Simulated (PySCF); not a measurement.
CuF, SMILES [F][Cu] (connectivity only; charge and spin as stated), charge +1, multiplicity 2. Atoms are numbered in the order given.

```xyz
2

Cu     0.0000     0.0000    -0.3997
F      0.0000     0.0000     1.2880
```
Charge +1, spin multiplicity 2.

Geometry optimised at PBE0-D3(BJ)/def2-TZVPD. The multiplicity is an assumed one; other spin states were not compared.

Calculation: M06-2X/def2-TZVPD in PySCF.

Isolated molecule, no solvent.

```yaml
total_energy: -1739.94181 hartree
point_group: C∞v
"α spin, highest occupied and lowest empty level": -19.46 and -10.14 eV
"β spin, highest occupied and lowest empty level": -19.21 and -11.60 eV
dipole_moment_about_the_centre_of_nuclear_charge: 5.64 D
mean_static_polarisability: 14.3 bohr³ (2.12 Å³)
polarisability_principal_values: 9.3, 9.3, 24.3 bohr³
"⟨S²⟩": 0.753 (pure state 0.75)
```
